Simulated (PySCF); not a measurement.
C2HO (SMILES [CH]=C=O), doublet, at a GFN2-xTB geometry; M06/3-21G (PySCF).

Input for PySCF:
```python
from pyscf import gto, scf, dft

mol = gto.Mole()
mol.atom = '''
    C     0.02096193   -0.29118014   -1.19660672
    C     0.00440730    0.00402097    0.01711055
    H     0.10767277   -0.53985429   -2.20994473
    O    -0.03248602    0.28285117    1.16086522
'''
mol.basis = '3-21g'
mol.spin = 1
mol.verbose = 4
mol.build()

mf = dft.UKS(mol)
mf.xc = 'm06'
mf.grids.atom_grid = (30, 110)
mf.kernel()
```

The log (banner, timings and long lists left out):

```
PySCF version 2.14.0

[INPUT] verbose = 4
[INPUT] num. atoms = 4
[INPUT] num. electrons = 21
[INPUT] charge = 0
[INPUT] spin (= nelec alpha-beta = 2S) = 1
[INPUT] symmetry False subgroup None
[INPUT] Mole.unit = angstrom
[INPUT] Symbol           X                Y                Z      unit          X                Y                Z       unit  Magmom
[INPUT]  1 C      0.020961930000  -0.291180140000  -1.196606720000 AA    0.039612306742  -0.550250717513  -2.261258979614 Bohr   0.0
[INPUT]  2 C      0.004407300000   0.004020970000   0.017110550000 AA    0.008328589949   0.007598532055   0.032334253341 Bohr   0.0
[INPUT]  3 H      0.107672770000  -0.539854290000  -2.209944730000 AA    0.203472046373  -1.020176755272  -4.176190290126 Bohr   0.0
[INPUT]  4 O     -0.032486020000   0.282851170000   1.160865220000 AA   -0.061389680677   0.534511245313   2.193717333333 Bohr   0.0

nuclear repulsion = 52.9167139385596
number of shells = 17
number of NR pGTOs = 48
number of NR cGTOs = 29
basis = 3-21g
ecp = {}

******** <class 'pyscf.dft.uks.UKS'> ********
method = UKS
initial guess = minao
damping factor = 0
level_shift factor = 0
DIIS = <class 'pyscf.scf.diis.CDIIS'>
diis_start_cycle = 1
diis_space = 8
diis_damp = 0
SCF conv_tol = 1e-09
SCF conv_tol_grad = None
SCF max_cycles = 50
direct_scf = True
direct_scf_tol = 1e-13
number electrons alpha = 11  beta = 10
XC library pyscf.dft.libxc version 7.1.2
    S. Lehtola, C. Steigemann, M. J. T. Oliveira, and M. A. L. Marques,  SoftwareX 7, 1–5 (2018)
XC functionals = m06
    Y. Zhao and D. G. Truhlar,  Theor. Chem. Acc. 120, 215 (2008)
    Y. Zhao and D. G. Truhlar,  Theor. Chem. Acc. 120, 215 (2008)
radial grids:
    Treutler-Ahlrichs [JCP 102, 346 (1995); DOI:10.1063/1.469408] (M4) radial grids

becke partition: Becke, JCP 88, 2547 (1988); DOI:10.1063/1.454033
pruning grids: <function nwchem_prune>
grids dens level: 3
symmetrized grids: False
atomic radii adjust function: <function treutler_atomic_radii_adjust>
User specified grid scheme (30, 110)
small_rho_cutoff = 0
Set gradient conv threshold to 3.16228e-05
tot grids = 9816
init E= -151.444770993717

cycle= 1 E= -150.940681098345  delta_E= 0.504  |g|= 0.438  |ddm|= 1.82
cycle= 2 E= -150.484444040059  delta_E= 0.456  |g|= 1.15  |ddm|= 1.78
cycle= 3 E= -151.017369884911  delta_E= -0.533  |g|= 0.0979  |ddm|= 1.31
cycle= 4 E= -151.020973893387  delta_E= -0.0036  |g|= 0.0606  |ddm|= 0.132
cycle= 5 E= -151.02292764462  delta_E= -0.00195  |g|= 0.0121  |ddm|= 0.0569
cycle= 6 E= -151.023049786196  delta_E= -0.000122  |g|= 0.00428  |ddm|= 0.0173
cycle= 7 E= -151.023085048222  delta_E= -3.53e-05  |g|= 0.00119  |ddm|= 0.0142
cycle= 8 E= -151.023087386253  delta_E= -2.34e-06  |g|= 0.000314  |ddm|= 0.00342
cycle= 9 E= -151.023087482412  delta_E= -9.62e-08  |g|= 5.54e-05  |ddm|= 0.000653
cycle= 10 E= -151.023087486569  delta_E= -4.16e-09  |g|= 9.11e-06  |ddm|= 0.000156
cycle= 11 E= -151.023087487478  delta_E= -9.09e-10  |g|= 6.52e-06  |ddm|= 7.07e-05
Extra cycle  E= -151.023087488106  delta_E= -6.28e-10  |g|= 6.59e-06  |ddm|= 5.13e-05
converged SCF energy = -151.023087488106  <S^2> = 0.76040388  2S+1 = 2.010377
```
